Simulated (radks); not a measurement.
Ionisation of the fluorine ion F+, [He] 2s2 2p4, to [He] 2s2 2p3 as the strength of local exchange is varied. Method: Dirac Kohn-Sham, Slater X-alpha exchange (alpha = 2/3 is LDA exchange), no correlation, spin-unpolarised, spherical densities, point nucleus; open shells are shared between the two j in proportion to 2j + 1; computed with a radial shooting solver on a logarithmic mesh with Libxc functionals.

alpha  E(F+) (hartree)  exchange (hartree)  IE (eV)  -e of the level emptied (eV)  <r> of it (bohr)
0.572        -96.68284            -7.23227   34.718                24.895 (2p3/2)             1.011
0.667        -97.89000            -8.51770   36.853                26.833 (2p3/2)            0.9899
0.729        -98.68431            -9.36947   38.281                28.135 (2p3/2)            0.9768
0.946       -101.50452           -12.43051   43.489                32.920 (2p3/2)            0.9345
x           -102.16317           -13.15340   44.735                34.073 (2p3/2)            0.9254

Which alpha was used in the last row?

Answer. alpha = 0.996. NIST Atomic Spectra Database: 34.971 eV (measured). The Delta-SCF value meets it near alpha = 0.58. Spin polarisation and multiplet splitting are left out, so open shells lie too high by an amount that depends on their filling.

Beside tabulated values, note that spin-unpolarised runs miss the spin-polarisation part of the exchange energy of open shells.
